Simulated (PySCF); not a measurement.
**Exercise with solution: dipole moment from atomic charges**

C₂H₅CdI, SMILES [I][Cd][CH2]C. Atoms are numbered in the order given.

```xyz
9

Cd     0.1982     0.7923     0.0000
I     -0.1067    -1.8075     0.0000
C      0.4468     2.9057     0.0000
C     -0.8476     3.7086     0.0000
H      1.0624     3.1420    -0.8828
H      1.0624     3.1420     0.8828
H     -1.4684     3.5022     0.8858
H     -1.4684     3.5022    -0.8858
H     -0.6417     4.7933     0.0000
```

Geometry: PBE0-D3(BJ)/def2-SVP. The structure was generated by enumeration; whether it is a known compound was not checked. The def2 effective core potentials stand for the cores of Cd, I; spin–orbit coupling is left out. Other conformers were not sampled.

Charges (e) from B3LYP/def2-TZVP in PySCF:

```tsv
atom	ESP fit	Mulliken
Cd1	0.374	0.559
I2	-0.319	-0.356
C3	0.014	-0.420
C4	-0.121	-0.340
H5	-0.017	0.113
H6	-0.017	0.113
H7	0.026	0.110
H8	0.026	0.110
H9	0.034	0.112
```

The dipole moment of the full density is 3.05 D.

Question: What dipole moment does each set of point charges give, and which comes closer to that of the density?

Answer: 
μ = Σ q r, and 1 e Å = 4.8032 D.
ESP fit: Σ q r = (0.083, 0.703, 0.000) e Å, |μ| = 3.40 D.
Mulliken: Σ q r = (0.094, 0.622, 0.000) e Å, |μ| = 3.02 D.
Mulliken comes closer in size. Point charges leave out the atoms' own dipoles (lone pairs, polarised bonds); fits to the potential absorb them, partitions of the density don't.
